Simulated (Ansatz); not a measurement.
Calculated with Ansatz (gas phase, PBE0-D4/def2-TZVP geometries, no zero-point term in ΔE). CCSD(T)/CBS is the MP2 limit (def2-TZVPP, def2-QZVPP) plus CCSD(T) − MP2 in def2-TZVPP, frozen cores. This one scheme is used for every species. DFT in def2-TZVPP. Each species was taken in one conformer, which may not be the lowest.

Reaction (formal exchange of groups at the Si–C bond): `B[SiH](C)CF` + `BF` → `B[SiH](C)BF` + `CF`

`B[SiH](C)CF`:

Z-matrix (Å, degrees):
```
Si
C 1 1.873
C 1 1.901 2 109.7
B 1 2.010 2 115.2 3 -126.1
H 1 1.501 2 110.1 3 115.8
H 2 1.093 1 110.3 3 59.9
H 2 1.092 1 110.9 3 179.5
H 2 1.092 1 111.3 3 -59.9
F 3 1.398 1 109.4 2 -64.9
H 3 1.095 1 111.6 2 175.8
H 3 1.095 1 112.2 2 54.5
H 4 1.197 1 122.3 2 -25.5
H 4 1.197 1 120.7 2 157.7
```

`BF`:

Cartesian coordinates in Å:
```
B 0.035 0.009 -0.034
F -0.886 -0.237 0.875
H 0.027 -0.653 -1.032
H 0.824 0.881 0.192
```

`B[SiH](C)BF`:

Z-matrix (Å, degrees):
```
Si
C 1 1.880
B 1 2.041 2 112.7
B 1 2.001 2 115.7 3 -116.8
H 1 1.496 2 111.1 3 117.9
H 2 1.092 1 111.3 3 -60.3
H 2 1.092 1 110.2 3 59.5
H 2 1.092 1 111.1 3 179.1
F 3 1.324 1 120.0 2 -19.2
H 3 1.203 1 123.9 2 162.0
H 4 1.197 1 122.1 2 18.1
H 4 1.196 1 120.4 2 -166.0
```

`CF`:

```xyz
5

C     0.027   -0.050   -0.022
F    -0.585    1.077    0.478
H    -0.194   -0.897    0.632
H     1.106    0.117   -0.060
H    -0.354   -0.247   -1.027
```

```tsv
species	ωB97M-V energy (Eh)
`B[SiH](C)CF`	-495.14610
`BF`	-125.93409
`B[SiH](C)BF`	-481.32971
`CF`	-139.74753
```

**Question.** Work out ΔE.

**Answer.** ΔE = (-481.32971) + (-139.74753) − (-495.14610) − (-125.93409) = 0.00295 Eh = +0.08 eV. CCSD(T)/CBS gives +0.03 eV.

Largest T1 diagnostic among the species: 0.014.

In def2-TZVPP, CCSD(T) changes the Hartree–Fock value by −0.09 eV (the triples alone add −0.02 eV) and MP2 by −0.03 eV. From PBE to PBE0 (25 % exact exchange), in def2-TZVPP and without D4, ΔE moves by +0.05 eV.
